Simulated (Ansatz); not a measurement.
`CB(C)C[SiH3]`. The species carries charge 0 and has multiplicity 1. All single points use the PBE0-D4/def2-TZVP geometry. It is one conformer, not always the lowest.

```xyz
16

C     0.668   -1.370   -1.079
B     0.336    0.075   -0.564
C     1.491    1.128   -0.416
C    -1.117    0.460   -0.158
Si   -1.411   -0.085    1.619
H     1.194   -1.903   -0.275
H     1.375   -1.351   -1.915
H    -0.196   -1.975   -1.360
H     2.482    0.689   -0.277
H     1.315    1.876    0.362
H     1.531    1.682   -1.366
H    -1.884   -0.053   -0.747
H    -1.306    1.539   -0.171
H    -0.426    0.551    2.535
H    -2.777    0.300    2.065
H    -1.275   -1.561    1.746
```

Problem. What is the dipole moment at ωB97M-V/def2-TZVPP? (An estimate is asked.)

Solution. Ansatz gave: 0.70 D, with components (-0.01, 0.25, -0.66) D in this frame, pointing from negative to positive charge.

Problem. And with PBE, r2SCAN, B3LYP? (An estimate is asked.)

Solution. Computed: PBE 0.71 D, r2SCAN 0.73 D, B3LYP 0.69 D.

Problem. Give the Mulliken charges with ωB97M-V, B3LYP, r2SCAN in def2-TZVPP. (Estimate.)

Solution. The calculation gave: 
| atom | ωB97M-V | B3LYP | r2SCAN |
| --- | --- | --- | --- |
| C1 | -0.37 | -0.33 | -0.25 |
| B2 | 0.14 | 0.16 | 0.23 |
| C3 | -0.37 | -0.33 | -0.26 |
| C4 | -0.36 | -0.27 | -0.26 |
| Si5 | 0.16 | 0.24 | 0.26 |
| H6 | 0.12 | 0.09 | 0.07 |
| H7 | 0.11 | 0.09 | 0.06 |
| H8 | 0.10 | 0.08 | 0.05 |
| H9 | 0.10 | 0.09 | 0.06 |
| H10 | 0.10 | 0.09 | 0.06 |
| H11 | 0.11 | 0.09 | 0.06 |
| H12 | 0.13 | 0.10 | 0.08 |
| H13 | 0.12 | 0.10 | 0.08 |
| H14 | -0.03 | -0.07 | -0.07 |
| H15 | -0.03 | -0.07 | -0.08 |
| H16 | -0.03 | -0.07 | -0.07 |

B3LYP here is the variant with VWN-RPA as its local correlation; programs differ in this.
